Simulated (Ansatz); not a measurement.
Ansatz (an electronic-structure program) input:

Ansatz 0.2 input:
```yaml
crystal:
  periodic: [false, false, false]
  atoms:
    - {symbol: Si, position_ang: [0.01238304, -0.00415572, 0.56251173]}
    - {symbol: F, position_ang: [-1.15955259, -0.87669892, -0.27278069]}
    - {symbol: F, position_ang: [-0.19063867, 1.44031404, -0.27699259]}
    - {symbol: F, position_ang: [1.33092876, -0.55715066, -0.32524496]}
basis:
  gaussian:
    orbitals: def2-TZVP
hamiltonian:
  xc: b3lyp
  dispersion: d3bj
total_charge: -1
phonons: {temperatures: {t_min: 298.15, t_max: 298.15, t_step: 100}}
```

What final total energy does it print?

-589.41798 Eh (B3LYP-D3(BJ)/def2-TZVP). The basis has 130 functions. The run takes roughly 27 core-seconds.
